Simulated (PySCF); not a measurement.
PBE on In⁻ (indium, charge -1)

Configuration: [Kr] 4d10 5s2 5p2, high-spin 3P determinant. Calculation: PySCF 2.14, in aug-cc-pwCVQZ-PP with ECP28MDF (10s10p8d6f4g1h, 169 functions); a scalar-relativistic core potential.

| Property | Result |
| --- | --- |
| Total energy | -190.1399 hartree |
| One-electron energy | -338.3887 hartree |
| Hartree (Coulomb) energy | 165.0241 hartree |
| Exchange-correlation energy | -16.7754 hartree |
| ⟨S²⟩ | 2.0016 |
| ⟨L²⟩ | 2.008 |
| Sum of ⟨r⟩ | 35.32 bohr |
| Sum of ⟨r²⟩ | 118.9 bohr² |
| Traceless quadrupole moment −½Σ⟨3z² − r²⟩ along its main axis | 15.9 e·bohr² |
| Time after the integrals | 3.4 s of wall time on 1 thread of Neoverse-V1 (shared host) |

```csv
shell,electrons,mean orbital energy (hartree),spread (hartree),"rms radius, mean of both spins (bohr)"
4s α,1,-4.29469,0,0.907
4s β,1,-4.29398,0,0.907
4p α,3,-2.73555,0.00504,0.992
4p β,3,-2.73477,0.00637,0.992
4d α,5,-0.50152,0.00589,1.30
4d β,5,-0.49841,0.00892,1.30
5s α,1,-0.14638,0,2.88
5s β,1,-0.12147,0,2.88
5p α,2,0.04127,0,6.24
```

Energies and moments cover only the electrons outside the core potential. At PBE the highest occupied level has a positive energy, so only the finite basis holds that electron; in a semilocal or global hybrid functional this comes from self-interaction and does not mean that the real anion is unbound.
